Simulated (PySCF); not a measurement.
Cl₃HSeSn, SMILES [Cl][Sn]([Cl])([Cl])[SeH]. Heavy atoms are numbered as in [Cl:1][Sn:2]([Cl:3])([Cl:4])[SeH:5]. Hydrogens are named by the atom that carries them.

Coordinates come from a B3LYP-D3(BJ)/def2-SVP optimisation. The structure was generated by enumeration; whether it is a known compound was not checked. The def2 effective core potentials stand for the cores of Sn; spin–orbit coupling is left out. One conformer was computed; it need not be the lowest.

Level of theory: PBE/def2-TZVP (PySCF).

Atomic charges (e), one atom of each kind:

```tsv
atom	Mulliken	Löwdin
Cl1	[?]	0.07
Sn2	[?]	-0.37
Se5 (SeH)	[?]	0.08
H on Se5	[?]	0.07
```

Question: Complete the blanks. (An estimate is asked for; the answer gives what the named calculation found.)

Answer: 
- Cl1, Mulliken: -0.28
- Sn2, Mulliken: 0.95
- Se5 (SeH), Mulliken: -0.24
- H on Se5, Mulliken: 0.16
